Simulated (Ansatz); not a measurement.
Consider the formal hydrolysis of the Sb–N bond: `C=[N][SbH][OH]` + H₂O → `[OH][SbH][OH]` + `C=N`.

Gas-phase electronic energies from Ansatz, PBE0-D4/def2-TZVP geometries. CCSD(T)/CBS adds triple-zeta CCSD(T) − MP2 to the extrapolated MP2 energy (def2 sets, frozen cores). This one scheme is used for every species. def2 core potentials past Kr. For Sb outer-core shells are correlated without core-valence functions, which leaves a few kJ/mol of doubt a bond. One conformer a species, not always the lowest.

```
        level  ΔE (eV)
 MP2/def2-SVP    -0.12
HF/def2-TZVPP    -0.28
```

Task: What does CCSD(T)/CBS give? (Estimate.)

Result: The calculation gave: -0.17 eV. The listed levels differ from it by 0.05, -0.11 eV.

Largest T1 diagnostic among the species: 0.015.

In def2-TZVPP, CCSD(T) changes the Hartree–Fock value by +0.13 eV (the triples alone add +0.02 eV) and MP2 by +0.17 eV. Leaving LDA and LC-ωPBE aside and taking each functional with its dispersion term where it has one, the values, not all of them listed here, spread over 0.12 eV, from B97M-V to revPBE-D4. LDA lies +0.08 eV from PBE without D4. The D4 term adds +0.07 eV with B3LYP and +0.04 eV with PBE0; it sums over pairs of atoms, weighted by their polarisabilities, and B3LYP, whose exchange is more repulsive, gets the larger term.

B3LYP here is the variant with VWN-RPA as its local correlation; programs differ in this.
